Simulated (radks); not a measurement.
The numbers below are computed, except where a source is named.
Task: Species: neutral iodine. Configuration: [Kr] 4d10 5s2 5p5. Level of theory: Dirac Kohn-Sham, PBEsol, spin-unpolarised, spherical densities, finite nucleus; open shells fill j = l - 1/2 first; Fermi nuclear charge, rms radius 4.75 fm (a radial shooting solver on a logarithmic mesh with Libxc functionals). Some entries of the table are withheld. Estimate them.

orbital,occ.,eigenvalue (eV),<r^2> (bohr^2),r(max) (bohr)
1s1/2,2,-32941.64,0.001005,(1)
2s1/2,2,-5088.104,0.01614,0.09929
2p1/2,2,-4774.729,0.01193,0.07614
2p3/2,4,-4476.227,0.01322,0.08094
3s1/2,2,-1026.637,0.1128,0.2860
3p1/2,2,-896.9951,(2),0.2724
3p3/2,4,-840.8303,(3),0.2831
3d3/2,4,-612.1340,(4),0.2299
3d5/2,6,-600.3187,(5),0.2330
4s1/2,2,-180.0340,0.6192,0.6808
4p1/2,2,-134.7841,0.6812,0.6987
4p3/2,4,-123.8100,0.7320,0.7231
4d3/2,4,(6),0.9820,0.7737
4d5/2,6,(7),1.007,0.7823
5s1/2,2,-17.3648,4.384,(8)
5p1/2,2,-7.7481,6.597,1.968
5p3/2,3,-6.7394,7.316,2.059

Result: 
(1) 1s1/2 r(max) (bohr): 0.01754
(2) 3p1/2 <r^2> (bohr^2): 0.1075
(3) 3p3/2 <r^2> (bohr^2): 0.1156
(4) 3d3/2 <r^2> (bohr^2): 0.09729
(5) 3d5/2 <r^2> (bohr^2): 0.09964
(6) 4d3/2 eigenvalue (eV): -51.0781
(7) 4d5/2 eigenvalue (eV): -49.3618
(8) 5s1/2 r(max) (bohr): 1.703
